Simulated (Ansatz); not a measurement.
Coupled-cluster run, C$_{2}$H$_{5}$F$_{3}$OTi (`CC[O][Ti]([F])([F])[F]`).

```yaml
crystal:
  periodic: [false, false, false]
  atoms:
    - {symbol: C, position_ang: [-0.417200, -0.336728, 1.699027]}
    - {symbol: C, position_ang: [0.488777, -0.882280, 0.621611]}
    - {symbol: O, position_ang: [0.362238, -0.146319, -0.567733]}
    - {symbol: Ti, position_ang: [0.032946, 0.904471, -1.907225]}
    - {symbol: F, position_ang: [1.503038, 1.756222, -2.358057]}
    - {symbol: F, position_ang: [-1.197186, 2.068301, -1.438047]}
    - {symbol: F, position_ang: [-0.547556, -0.045433, -3.267599]}
    - {symbol: H, position_ang: [-1.462525, -0.385062, 1.388658]}
    - {symbol: H, position_ang: [-0.301016, -0.925264, 2.611949]}
    - {symbol: H, position_ang: [-0.169869, 0.702075, 1.925107]}
    - {symbol: H, position_ang: [0.247424, -1.925878, 0.395509]}
    - {symbol: H, position_ang: [1.538129, -0.839207, 0.930599]}
basis:
  gaussian: {orbitals: def2-TZVPP}
correlation: {method: ccsd_t}
output: {orbitals: {seedname: orbitals}}
```

```sh
$ ansatz run in.yaml --threads 2 --pin off --events-out ev --progress --plain --max-ram 22528MiB --backend cuda --devices 0, --max-vram 18GiB
```

Log, shortened:

```
Functional definition: HF
2046 factors; integrals over basis functions are off by at most 9.7e-4 eV
mean field evaluation 1: about -35383.8027 eV, gradient 7.5e1 eV
mean field evaluation 2: about -35384.0439 eV, gradient 7.5e1 eV
mean field evaluation 4: about -35393.6677 eV, gradient 7.2e0 eV
mean field evaluation 8: about -35393.8205 eV, gradient 9.6e-1 eV
mean field evaluation 16: about -35393.8226 eV, gradient 2.6e-6 eV
mean field -35393.82260687 eV, -1300.6989900080 hartree, gradient 2.6e-6 eV, S^2 0.000000; 0 other end points of the search recorded, 0 dependent functions left out
11 core orbitals not correlated: weight in the atoms' cores, before any rotation towards them, 1.000 or more for the frozen orbitals, at most 0.000 for the correlated occupied ones
reference -35393.82260687 eV, -1300.6989900080 hartree; 26, 26 occupied and 283, 283 virtual orbitals, 2046 factors
second order -48.09719007 eV of doubles, -0.00000000 eV of singles
cycle   1  -46.51818645 eV  change     1.6e0 eV  update   2.6e-1
cycle   2  -48.04210053 eV  change    -1.5e0 eV  update   1.7e-1
cycle   3  -48.43209828 eV  change   -3.9e-1 eV  update   5.6e-2
cycle   4  -48.45640507 eV  change   -2.4e-2 eV  update   2.1e-2
cycle   5  -48.42649588 eV  change    3.0e-2 eV  update   7.6e-3
cycle   6  -48.41829050 eV  change    8.2e-3 eV  update   3.2e-3
cycle   7  -48.42115523 eV  change   -2.9e-3 eV  update   1.7e-3
cycle   8  -48.42090675 eV  change    2.5e-4 eV  update   6.8e-4
cycle   9  -48.42070239 eV  change    2.0e-4 eV  update   3.0e-4
cycle  10  -48.42115579 eV  change   -4.5e-4 eV  update   1.3e-4
cycle  11  -48.42103602 eV  change    1.2e-4 eV  update   6.3e-5
cycle  12  -48.42094042 eV  change    9.6e-5 eV  update   2.6e-5
cycle  13  -48.42099118 eV  change   -5.1e-5 eV  update   1.4e-5
perturbative correction -2.09282928 eV, -0.0769100576 hartree
Total energy: -35444.33642734 eV, -1302.5553386705 hartree
```

Run time 9 s (2 threads of an AMD EPYC 7R13 on a shared host and a share of an NVIDIA H100 80 GB); peak host memory 1.4 GiB.

Correlation energy per correlated electron: -0.971 eV. T1 diagnostic: 0.0218.
